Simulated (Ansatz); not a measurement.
Ansatz (a first-principles code) input (PBE/STO-3G):

Ansatz 0.2 input:
```yaml
crystal:
  periodic: [false, false, false]
  atoms:
    - {symbol: C, position_ang: [1.17523500, -0.33891300, -1.43541200]}
    - {symbol: Si, position_ang: [0.03012300, 0.00343900, -0.01996200]}
    - {symbol: C, position_ang: [-1.57548200, 0.68781800, -0.69610000]}
    - {symbol: C, position_ang: [-0.21572000, -1.57787800, 0.95081000]}
    - {symbol: N, position_ang: [0.64354800, 1.18628100, 1.09939600]}
    - {symbol: H, position_ang: [1.96001400, -1.08873100, -1.39641900]}
    - {symbol: H, position_ang: [1.17839100, 0.24596100, -2.35062000]}
    - {symbol: H, position_ang: [-2.03745500, -0.01358100, -1.39409100]}
    - {symbol: H, position_ang: [-2.28391300, 0.88612000, 0.11050000]}
    - {symbol: H, position_ang: [-1.40975300, 1.62460700, -1.23464300]}
    - {symbol: H, position_ang: [-0.90244500, -1.41961200, 1.78456100]}
    - {symbol: H, position_ang: [0.73057700, -1.94110600, 1.36027300]}
    - {symbol: H, position_ang: [-0.62249500, -2.36812200, 0.31625100]}
    - {symbol: H, position_ang: [1.44081200, 0.94803300, 1.67142300]}
    - {symbol: H, position_ang: [0.71551300, 2.14814800, 0.80066500]}
basis:
  gaussian:
    orbitals: STO-3G
hamiltonian:
  xc: {name: PBE}
magnetization: {spin_polarized: true, initial_magnetization: 1}
output: {forces: true}
```

Output:

```
Functional definition: PBE
integrals: 0.01 GiB planned
510 factors; integrals over basis functions are off by at most 4.1e-5 eV
mean field: 0.13 GiB planned
mean field evaluation 1: about -12478.5253 eV, gradient 1.9e1 eV
mean field evaluation 2: about -12475.1756 eV, gradient 3.0e1 eV
mean field evaluation 4: about -12480.6031 eV, gradient 9.0e-1 eV
mean field evaluation 8: about -12480.4864 eV, gradient 4.2e-2 eV
mean field -12480.48645654 eV, -458.6494177004 hartree, gradient 3.9e-5 eV, S^2 0.753746; 0 other end points of the search recorded, 0 dependent functions left out
the calculation of the forces begins
reference -12480.48648642 eV, -458.6494187985 hartree; 25, 24 occupied and 14, 15 virtual orbitals, 510 factors
Total energy: -12480.48648642 eV, -458.6494187985 hartree
Atom 0 at     1.175235    -0.338913    -1.435412 Å, force    -0.406694     0.039932     0.384535 eV/Å
Atom 1 at     0.030123     0.003439    -0.019962 Å, force     0.197522    -0.096729    -0.292975 eV/Å
Atom 2 at    -1.575482     0.687818    -0.696100 Å, force     0.199098    -0.028089     0.026819 eV/Å
Atom 3 at    -0.215720    -1.577878     0.950810 Å, force     0.092400     0.148876    -0.102129 eV/Å
Atom 4 at     0.643548     1.186281     1.099396 Å, force    -1.548129    -0.966516    -0.042258 eV/Å
Atom 5 at     1.960014    -1.088731    -1.396419 Å, force     0.441561    -0.412786     0.070531 eV/Å
Atom 6 at     1.178391     0.245961    -2.350620 Å, force    -0.014064     0.364210    -0.486492 eV/Å
Atom 7 at    -2.037455    -0.013581    -1.394091 Å, force    -0.206763    -0.259727    -0.234982 eV/Å
Atom 8 at    -2.283913     0.886120     0.110500 Å, force    -0.300131     0.068269     0.275975 eV/Å
Atom 9 at    -1.409753     1.624607    -1.234643 Å, force     0.045448     0.327623    -0.174051 eV/Å
Atom 10 at    -0.902445    -1.419612     1.784561 Å, force    -0.270472     0.017337     0.312378 eV/Å
Atom 11 at     0.730577    -1.941106     1.360273 Å, force     0.316605    -0.123717     0.155040 eV/Å
Atom 12 at    -0.622495    -2.368122     0.316251 Å, force    -0.183366    -0.296718    -0.207985 eV/Å
Atom 13 at     1.440812     0.948033     1.671423 Å, force     1.429675    -0.402424     0.892015 eV/Å
Atom 14 at     0.715513     2.148148     0.800665 Å, force     0.207310     1.620457    -0.576422 eV/Å
Dipole moment:     0.159031     0.075725    -0.028342 e Å
```

The geometry given is a B3LYP-D3(BJ)/def2-TZVP minimum.
